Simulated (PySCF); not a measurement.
## Basis and Hamiltonian dependence of the ionisation energy of Ga+

Ga+ [Ar] 3d10 4s2 (1S) → Ga(2+) [Ar] 3d10 4s1 (2S). Calculated with PySCF 2.14 from differences of total energies of unrestricted determinants, without spin-orbit coupling. Values in eV.

```
                                                            basis       Hamiltonian  functions     UHF     PBE    PBE0  MP2 (valence)  CCSD(T) (valence)  CCSD(T) (valence and next inner shell)
                                         cc-pVDZ-PP with ECP10MDF               ECP         23  18.762     n/a  20.384         19.391             19.721                                     n/a
                                                   aug-cc-pVDZ-DK     spin-free X2C         36  18.802  20.809  20.482         19.445             19.775                                     n/a
                                                     ANO-RCC-VTZP     spin-free X2C         43  18.771  20.807  20.457         19.441             19.765                                  20.290
                                            Sapporo-DKH3-DZP-2012     spin-free X2C         43  18.767     n/a     n/a         19.367             19.663                                     n/a
                                   aug-cc-pwCVDZ-PP with ECP10MDF               ECP         48  18.758  20.684  20.372         19.442             19.753                                  20.325
                                                      def2-TZVPPD  non-relativistic         54  18.445  20.415  20.090         19.167             19.462                                  19.863
   x2c-TZVPPall with one added diffuse shell each of s, p, d type     spin-free X2C         57  18.743  20.770  20.431         19.458             19.745                                  20.178
                                     aug-cc-pVQZ-PP with ECP10MDF               ECP         89  18.745  20.678  20.362         19.499             19.772                                     n/a
                                                       dyall-av2z  non-relativistic         92  18.440  20.429  20.094         19.126             19.447                                     n/a
                                                     x2c-QZVPPall     spin-free X2C         94  18.750  20.790  20.443         19.493             19.760                                  20.426
                                                      def2-QZVPPD  non-relativistic         95  18.450  20.417  20.089         19.203             19.484                                  20.115
                                   aug-cc-pwCVTZ-PP with ECP10MDF               ECP         96  18.744  20.722  20.392         19.489             19.770                                  20.466
x2c-QZVPPall with one added diffuse shell each of s, p, d, f type     spin-free X2C        110  18.750  20.790  20.443         19.494                n/a                                     n/a
                                   aug-cc-pwCVQZ-PP with ECP10MDF               ECP        166  18.744     n/a     n/a         19.508                n/a                                     n/a
```

Extrapolation of MP2 (valence) from aug-cc-pwCVTZ-PP with ECP10MDF and aug-cc-pwCVQZ-PP with ECP10MDF: the correlation parts are 0.745 and 0.765 eV; with the X⁻³ form and unrounded values, (4³ × 0.765 − 3³ × 0.745)/(4³ − 3³) = 0.779 eV, and adding the Hartree-Fock value 18.744 eV of the larger basis gives 19.523 eV.

Frozen in the all-electron rows: valence: [Ar] 3d10; valence and next inner shell: [Ne]; with a core potential, the same shells as far as they lie outside it.

Non-relativistic rows lack the scalar-relativistic shift.

Reference for a calculation without spin-orbit coupling: 20.515 eV (measured, between term centres; NIST).
